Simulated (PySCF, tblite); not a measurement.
Isomers of C3H10F3PSi2. Computed with GFN2-xTB (tblite): harmonic, unscaled wavenumbers at the GFN2-xTB geometry, gas phase. The method is semi-empirical: single wavenumbers can be off by several per cent or more. Modes of hydrogen on phosphorus and silicon can be 10 to 20 % off. One conformer each.

Electronic energies: PBE0/pcSseg-1 single points on the GFN2-xTB geometries (PySCF, gas phase).

| SMILES | electronic energy, lowest = 0 (kcal/mol) |
| --- | --- |
| C[C@@H]([SiH2]P)[SiH2]C(F)(F)F | 22.8 |
| C[SiH2]P[SiH2]CC(F)(F)F | 0.0 |
| FCC(F)(F)C[SiH2]P[SiH3] | 22.4 |

How do GFN2-xTB zero-point energies change the relative energies?

```
                        SMILES  ZPE (kcal/mol)  of it from modes above 1550 cm⁻¹  electronic (kcal/mol)  with ZPE, lowest = 0 (kcal/mol)  lowest mode (cm⁻¹)  rings
       C[SiH2]P[SiH2]CC(F)(F)F            75.4                              37.8                    0.0                              0.0                   9      0
       FCC(F)(F)C[SiH2]P[SiH3]            74.2                              36.6                   22.4                             21.2                  22      0
C[C@@H]([SiH2]P)[SiH2]C(F)(F)F            74.3                              36.8                   22.8                             21.7                  8i      0
```

The zero-point energies span 1.2 kcal/mol, from `FCC(F)(F)C[SiH2]P[SiH3]` to `C[SiH2]P[SiH2]CC(F)(F)F`. Slightly imaginary modes are left out of the zero-point energy: `C[C@@H]([SiH2]P)[SiH2]C(F)(F)F` 8.2i cm⁻¹. The order is unchanged.

And how do the electronic energies of GFN2-xTB itself compare?

`C[SiH2]P[SiH2]CC(F)(F)F` 0.0; `FCC(F)(F)C[SiH2]P[SiH3]` 3.0; `C[C@@H]([SiH2]P)[SiH2]C(F)(F)F` 15.3 kcal/mol, lowest = 0. Against the energies above, taken from the same isomer `C[SiH2]P[SiH2]CC(F)(F)F`, the largest difference is 19.4 kcal/mol.
